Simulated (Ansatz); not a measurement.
Cost and result up the ladder for In4Sn (5 atoms). The state is a singlet with charge 0. Geometry: r2SCAN-D4/def2-SVP.

Cartesian coordinates in Å:
```
In 0.457 -3.287 0.655
In 1.052 -0.350 0.237
In -1.762 -0.703 -0.021
In 1.519 2.385 -0.327
Sn -1.265 1.955 -0.544
```

Ansatz on 4 threads of Arm Neoverse V1 on a shared host. Times are rough, and most runs start from the orbitals of an earlier one. No level here is sound enough to serve as a yardstick. Binding counts from free atoms at the same level (In doublet, Sn triplet; other spins of the atoms weren't run), without zero-point energy or a counterpoise term.

In the def2 sets In, Sn take a core potential; there is no spin–orbit coupling. LC-ωPBE has ω = 0.4 bohr⁻¹. B3LYP takes the VWN-RPA correlation. Correlated methods freeze 20 core orbitals; core or outer-core shells of In, Sn are correlated, in sets that lack core-valence functions. The rows differ in basis, and correlated rows in double-zeta sets carry the largest basis error. Another isomer (singlet) lies 0.45 eV lower at PBE0-D4/def2-TZVP; other spin states weren't run for this one.

Correlated methods converge slowly with the basis, most of all in double-zeta sets.

| level | functions | wall time |
| --- | --- | --- |
| PBE-D4/def2-TZVP (with forces) | 250 | 6 s |
| PBE0-D4/def2-TZVP | 250 | 11 s |
| r2SCAN-D4/def2-TZVP | 250 | 11 s |
| B3LYP-D4/def2-TZVP | 250 | 12 s |
| LC-ωPBE/def2-TZVP | 250 | 15 s |
| CCSD(T)/def2-SVP | 130 | 67 s |

Problem. Estimate what each level gives for the binding energy per atom (eV).

Solution. 
```
                         level  binding energy per atom (eV)                        remarks
PBE-D4/def2-TZVP (with forces)                          1.63  restricted SCF unstable in HF
             PBE0-D4/def2-TZVP                          1.51  restricted SCF unstable in HF
           r2SCAN-D4/def2-TZVP                          1.56  restricted SCF unstable in HF
            B3LYP-D4/def2-TZVP                          1.43  restricted SCF unstable in HF
             LC-ωPBE/def2-TZVP                          1.17  restricted SCF unstable in HF
              CCSD(T)/def2-SVP                          1.36        restricted SCF unstable
```
